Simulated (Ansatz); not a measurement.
Computed with Ansatz on PBE0-D4/def2-TZVP structures; ΔE is electronic, products minus reactants. CCSD(T)/CBS is the MP2 limit (def2-TZVPP, def2-QZVPP) plus CCSD(T) − MP2 in def2-TZVPP, frozen cores. This one scheme is used for every species. Functionals use def2-TZVPP. For Zn outer-core shells are correlated without core-valence functions, which leaves a few kJ/mol of doubt a bond. Scalar relativity is left out up to krypton. One conformer a species, not always the lowest.

Reaction (ligand exchange at a Zn–O bond): `C[O][Zn][O][SiH3]` + HCl → `[SiH3][O][Zn][Cl]` + CH₃OH

```
            species  r2SCANh-D4 energy (Eh)
`C[O][Zn][O][SiH3]`             -2261.03314
                HCl              -460.78460
`[SiH3][O][Zn][Cl]`             -2606.15739
              CH₃OH              -115.70021
```

Problem. Work out ΔE.

Solution. ΔE = (-2606.15739) + (-115.70021) − (-2261.03314) − (-460.78460) = -0.03986 Eh = -1.08 eV. CCSD(T)/CBS gives -1.09 eV.

Largest T1 diagnostic among the species: 0.016.

From PBE to PBE0 (25 % exact exchange), in def2-TZVPP and without D4, ΔE moves by −0.11 eV. Leaving LDA and LC-ωPBE aside and taking each functional with its dispersion term where it has one, the values, not all of them listed here, spread over 0.22 eV, from BHLYP-D4 to BLYP-D4. LDA lies +0.05 eV from PBE without D4. At CCSD(T), def2-SVP lies +0.15 eV from the extrapolated value and def2-TZVPP +0.07 eV.
